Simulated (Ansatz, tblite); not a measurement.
Isomers of Rb₃Cl₄ (doublet), found by a short tight-binding search and relaxed with PBE0-D4/def2-SVP in Ansatz.

In the def2 sets Rb takes a core potential, while STO-3G treats all electrons; there is no spin–orbit coupling. The xTB rows come from tblite. HSE06 is defined as in plane-wave codes, on full-range PBE exchange. Correlated methods freeze 20 core orbitals; core or outer-core shells of Rb are correlated, in sets that lack core-valence functions.

A: At LDA (SPW92)/def2-TZVP, PBE-D4/def2-SVP, PBE-D4/def2-TZVP the gap within one spin of the charge 0 doublet nearly closes, so an electron or hole may be smeared out by delocalisation error. B: At LDA (SPW92)/def2-TZVP, PBE-D4/def2-SVP, PBE-D4/def2-TZVP the gap within one spin of the charge 0 doublet nearly closes, so an electron or hole may be smeared out by delocalisation error.

Other spin states weren't relaxed.

A:

```xyz
7

Rb    1.775   -0.335    0.737
Rb   -1.065   -2.378   -1.938
Rb   -1.284    2.827    0.951
Cl    1.619   -2.971   -0.851
Cl   -1.772   -0.367    0.525
Cl    1.393    2.390    2.126
Cl   -0.667    0.833   -1.551
```

B:

```xyz
7

Rb   -0.0703    0.8293   -1.8639
Rb   -0.9238    1.3952    2.5530
Rb   -0.1799   -2.6343    0.0244
Cl    1.1913    2.5887    0.5600
Cl    1.6203    0.0468    1.1808
Cl   -2.1973   -0.2393    0.3411
Cl    0.5597   -1.9865   -2.7954
```

Question: Estimate their order by electronic energy at PBE0-D4/def2-TZVP, counted from the lowest.

Answer: B (0.0) < A (2.9), in kJ/mol.

Question: Do the other levels pick the same lowest one?

Answer: Not GFN1-xTB, GFN2-xTB, HF/def2-SVP, HF/def2-TZVP. Energies above each level's lowest (kJ/mol):

```csv
level,A,B
GFN1-xTB,0.0,2.1
GFN2-xTB,0.0,23.1
HF/STO-3G,10.9,0.0
HF/def2-SVP,0.0,1.8
HF/def2-TZVP,0.0,2.9
LDA (SPW92)/def2-TZVP,7.0,0.0
PBE-D4/def2-SVP,1.3,0.0
PBE-D4/def2-TZVP,3.2,0.0
r2SCAN-D4/def2-TZVP,3.7,0.0
PBE0-D4/def2-SVP,2.5,0.0
PBE0-D4/def2-TZVP,2.9,0.0
HSE06-D4/def2-TZVP,2.9,0.0
MP2/def2-SVP,2.1,0.0
MP2/def2-TZVP,2.9,0.0
CCSD/def2-SVP,2.3,0.0
CCSD(T)/def2-SVP,2.5,0.0
```
Point groups (tolerance 0.1 Å): A C2v, B not assigned. Lower isomers may exist.
